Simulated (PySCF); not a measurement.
**Löwdin shares of the frontier orbitals**

Compound: C2H5FO2Si.
Atom-mapped SMILES: `[CH3:1][O:2][C:3](=[O:4])[SiH2:5][F:6]` (hydrogens: H7, H8, H9 on C1; H10, H11 on Si5)

Cartesian coordinates in Å at the GFN2-xTB level; atoms count from 1:
```
atom  x, y, z in Å
C1    -1.992    0.154    0.134
O2    -0.602    0.463    0.149
C3     0.245   -0.509   -0.196
O4    -0.109   -1.614   -0.526
Si5    2.046    0.144   -0.106
F6     2.169    0.914    1.300
H7    -2.201   -0.666    0.824
H8    -2.300   -0.143   -0.870
H9    -2.511    1.058    0.444
H10    2.991   -0.954   -0.055
H11    2.269    1.157   -1.124
```

Method used: TDDFT CAM-B3LYP/def2-SVPD, vertical, gas phase, core orbitals frozen in the response (PySCF 2.14.0, density-fitted response routines).

Kohn–Sham orbitals with the atoms that hold most of them (Löwdin shares over 4%, at most four atoms; ? is withheld):

| orbital | ε (eV) | atoms |
| --- | --- | --- |
| LUMO+2 | 1.34 | Si5 32%, C3 15%, H10 13%, O2 10% |
| LUMO+1 | 1.15 | Si5 22%, C1 20%, C3 16%, O4 9% |
| LUMO | ? | ? |
| HOMO | -9.53 | ? |
| HOMO-1 | -10.63 | O2 45%, O4 27%, C1 11%, C3 7% |
| HOMO-2 | -11.61 | Si5 29%, H10 23%, F6 14%, H11 13% |
| HOMO-3 | -11.78 | O2 36%, C1 12%, O4 12%, Si5 9% |

**Question.** Give the leading atoms of the LUMO.

**Answer.** Si5 (bonded to C, F and 2 H) 25%; C3 (bonded to 2 O and Si) 25%; O4 (bonded to C) 21%; O2 (bonded to 2 C) 10%. By element: oxygen 31%, silicon 25%, carbon 25% or more.

**Question.** Give the leading atoms of the HOMO.

**Answer.** O4 (bonded to C) 56%; C3 (bonded to 2 O and Si) 15%; Si5 (bonded to C, F and 2 H) 10%; O2 (bonded to 2 C) 8%. By element: oxygen 64%, carbon 15% or more, silicon 10%.

**Question.** What is the LUMO energy, and the HOMO–LUMO gap?

**Answer.** ε(LUMO) = -0.09 eV; the gap is 9.44 eV (0.3469 hartree).

**Question.** The HOMO–LUMO gap is 9.44 eV. Where does the response calculation put the lowest singlet, and from which orbitals?

**Answer.** S1 is at 4.96 eV (f = 0.0037), 4.48 eV below the gap, made of HOMO→LUMO (87%), HOMO→LUMO+2 (8%). 

**Question.** Give energy, strength and leading configuration of S1 and S8, and follow the Löwdin shares of the leading atoms from the occupied to the empty orbital.

**Answer.** 
- S1 (4.96 eV, f 0.0037), HOMO→LUMO (87%): O4 56% → 21%, C3 15% → 25%, Si5 10% → 25%
- S8 (8.68 eV, f 0.025), HOMO-1→LUMO+1 (91%): O2 45% → at most 9%, O4 27% → 9%, Si5 at most 8% → 22%, C1 11% → 20%

One conformer stands for the species.
